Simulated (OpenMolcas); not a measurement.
**Cl IV: effect of the IPEA shift**

- Program: OpenMolcas 26.06
- Basis: ANO-RCC-VTZP [5s4p2d1f]
- Scalar Hamiltonian: DKH2, point nucleus
- Active space: 4 electrons in 9 orbitals (RAS2 3s 3p; RAS3 3d, at most 2 electrons)
- State averaging: 2S+1 = 3 even, 6 roots; 2S+1 = 1 even, 12 roots; 2S+1 = 5 odd, 1 root; 2S+1 = 3 odd, 9 roots; 2S+1 = 1 odd, 8 roots
- Spin-orbit coupling: RASSI with atomic mean-field integrals over the reference wave functions, term energies averaged over their components

Methods on the same reference wave functions:
A. RASSCF
B. MS-RASPT2, IPEA 0 Eh, imaginary shift 0.1 Eh (closed shells correlated: 2s 2p)
C. MS-RASPT2, IPEA 0.25 Eh, imaginary shift 0.1 Eh (closed shells correlated: 2s 2p)

Energies in eV above 3s2 3p2 3P0, the measured ground level; measured values from Moore, Atomic Energy Levels, vol. I, NSRDS-NBS 35 (1971 reprint of NBS Circular 467, 1949).

```tsv
Level	A	B	C	Measured
3s2 3p2 3P0	0.0000	0.0000	0.0000	0.0000
3s2 3p2 3P1	0.0546	0.0551	0.0551	0.0609
3s2 3p2 3P2	0.1519	0.1523	0.1523	0.1663
3s2 3p2 1D2	1.9841	1.757	1.759	1.7068
3s2 3p2 1S0	4.4326	4.116	4.128	4.0357
3s 3p3 5S* 2	8.3536	8.697	8.695	
3s 3p3 3D* 1	12.7729	12.773	12.782	
3s 3p3 3D* 2	12.7753	12.776	12.784	
3s 3p3 3D* 3	12.7826	12.783	12.792	
3s 3p3 3P* 2	15.0941	14.998	15.014	14.9098
3s 3p3 3P* 1	15.0970	15.001	15.016	14.9121
3s 3p3 3P* 0	15.0978	15.002	15.017	
3s 3p3 1D* 2	16.7572	16.528	16.540
```

Deviations, from unrounded energies. A percentage is the sum of absolute deviations over the sum of measured energies, with the sign that they share, or ± where signs differ.

| Against measurement | Levels | A | B | C |
| --- | --- | --- | --- | --- |
| mean absolute deviation (cm-1) | 6 | 1400 | 440 | 500 |
| fine structure of the ground term (%) | 2 | -9.1 | -8.7 | -8.7 |
| other terms of the ground configuration (%) | 2 | +11.7 | +2.3 | +2.5 |
| other configurations (%) | 2 | +1.2 | +0.6 | +0.7 |

B lies closest to measurement on these levels and A furthest from it. The largest miss of B in the table is 3s 3p3 3P* 1, by +720 cm-1. The ranking rests on the paired levels alone, and a cruder setting can come out closer through cancelling errors.

Between B and C the level of the table that moves most is 3s 3p3 3P* 0, by 120 cm-1 (lowest in B, highest in C). Moves below CASPT2's spread within the term are not significant.

From A to B the spin-free energies of the other terms of 3s2 3p2 shown, above 3P, scale by factors of 0.88 to 0.93.

The lowest spin-free term lies below A's lowest term by 0.037 hartree in B, 0.037 hartree in C.

CASPT2 does not keep the components of a term degenerate, so their means are used; among the terms shown or strongly mixed into the levels shown the widest spread is 14 cm-1 (3s 3p3 3D*, C). Configurations are named by rounded mean occupations; where the s occupation lies near a half they are strongly mixed, a name can repeat and a true partner stay unpaired. Some terms take much of their weight from 3d, a shell meant for correlation, so their names are nominal. Some terms mix strongly with configurations of 3d, whose occupation reaches 0.52 (3s 3p3 3D*, 3s 3p3 3P*, 3s 3p3 1D*). Computed and measured levels are paired by configuration, term and J; levels that our copy of the source lacks, or whose pairing is in doubt (as where it misses far off the trend of its configuration), stay unpaired and out of the deviations. Levels of configurations outside the active space are missing. Levels that lie high or do not pair safely by name in every column are left out.

* marks odd parity.
